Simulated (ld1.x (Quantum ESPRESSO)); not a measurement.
**ruthenium: TM pseudisation with PBE, scalar-relativistic reference atom.**

Ru, norm-conserving Troullier–Martins (Kleinman–Bylander form), made with ld1.x (Quantum ESPRESSO) 7.5 (PBE, scalar-relativistic). Core [Ar] 3d10 4s2, reference 4p6 4d7 5s1 5p0. Waves: 4p (bound): rc 1.75 bohr; 4d (bound): rc 1.95 bohr; 5s (bound): rc 2.50 bohr. Local part: the s channel. Core correction: a·sin(br)/r model core inside 2.08 bohr.

All-electron outer shells of the reference configuration (PBE, scalar-relativistic, ld1.x):

```json
{"shell": "3d", "level (eV)": "-273.12", "outermost node (bohr)": "–", "outermost maximum (bohr)": "0.30"}
{"shell": "4s", "level (eV)": "-76.37", "outermost node (bohr)": "0.48", "outermost maximum (bohr)": "0.92"}
{"shell": "4p", "level (eV)": "-46.42", "outermost node (bohr)": "0.49", "outermost maximum (bohr)": "0.98"}
{"shell": "4d", "level (eV)": "-5.20", "outermost node (bohr)": "0.48", "outermost maximum (bohr)": "1.21"}
{"shell": "5s", "level (eV)": "-4.24", "outermost node (bohr)": "1.24", "outermost maximum (bohr)": "2.73"}
{"shell": "5p", "level (eV)": "-0.91", "outermost node (bohr)": "1.41", "outermost maximum (bohr)": "3.97"}
```

Results:

* Cutoffs needed: 50 Ry and 70 Ry (the cutoffs (Ry, on a coarse ladder) from which the occupation-weighted sum of valence levels, in a spherical-Bessel basis at the reference potential, stays within 10 and 1 mRy of its value at 400 Ry)
* Ghost test: no extra level below or beside the all-electron valence levels (p, d, s, f tested) (spherical-Bessel basis up to 400 Ry, 20 bohr box)
* Largest excitation error: -674 meV (all-electron minus pseudo) for 4p6 4d6 5s1 5p1, out of 7 test configurations

Generation and tests took about 1.4 s on one core of a shared server CPU.
